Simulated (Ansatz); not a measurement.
The molecule OsF, multiplicity 4 (lowest of 2S+1 = 2, 4, 6 at CCSD(T)/def2-TZVPP on PBE0 minima; our sources give no spin for the ground state, which may be another). No spin–orbit coupling. The T1 diagnostic near the minimum is 0.052, so single-reference values are doubtful.

The constants come from a fifth-degree fit in 1/R (seven points, main isotopes). In def2 and cc sets the state is the lowest found near the PBE0 minimum, followed along R.

The values were computed with Ansatz (an electronic-structure program) with Gaussian orbitals. Each number belongs to the level named beside it. In def2 rows elements past Kr take small-core potentials, without spin–orbit coupling.

**Question.** What bond length and harmonic frequency does SVWN5/def2-TZVPP give?

**Answer.** r_e = 1.784 Å, ω_e = 756 cm⁻¹.

**Question.** What bond length and harmonic frequency does B97M-V/def2-TZVPP give?

**Answer.** r_e = 1.819 Å, ω_e = 691 cm⁻¹.

**Question.** What bond length and harmonic frequency does B3LYP/def2-TZVPP give?

**Answer.** r_e = 1.820 Å, ω_e = 693 cm⁻¹.
